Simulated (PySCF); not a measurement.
C₄H₉O, SMILES [CH2]C(C)(C)O, multiplicity 2.

Coordinates come from a PBE0-D3(BJ)/def2-SVP optimisation. The isomer is the one that the SMILES or the coordinates give; other isomers of the formula were not compared. One conformer was computed; it need not be the lowest.

These are TDA-PBE/def2-SVPD (PySCF) values and carry that method's errors.

Vertical excitations. Gas-phase values at a fixed geometry.

| state | energy (eV) | λ (nm) | f | main pairs |
|---|---|---|---|---|
| root 1 | 3.53 | 351 | 0.006 | β HOMO→LUMO 99 % |
| root 2 | 4.81 | 258 | 0.031 | α HOMO→LUMO 99 % |
| root 3 | 4.91 | 252 | 0.004 | β HOMO−1→LUMO 99 % |
| root 4 | 5.56 | 223 | 0.001 | β HOMO−2→LUMO 98 % |
| root 5 | 5.84 | 212 | 0.004 | α HOMO→LUMO+1 87 %, β HOMO−3→LUMO 12 % |
| root 6 | 5.89 | 210 | 0.006 | α HOMO→LUMO+1 10 %, β HOMO−3→LUMO 85 % |
| root 7 | 6.05 | 205 | 0.006 | α HOMO→LUMO+2 99 % |
| root 8 | 6.18 | 201 | 0.002 | α HOMO→LUMO+3 97 % |
| root 9 | 6.21 | 200 | 0.001 | α HOMO−1→LUMO 35 %, β HOMO→LUMO+1 64 % |
| root 10 | 6.37 | 195 | 0.021 | α HOMO−1→LUMO 61 %, β HOMO→LUMO+1 35 % |
Unrestricted roots are not spin-pure.
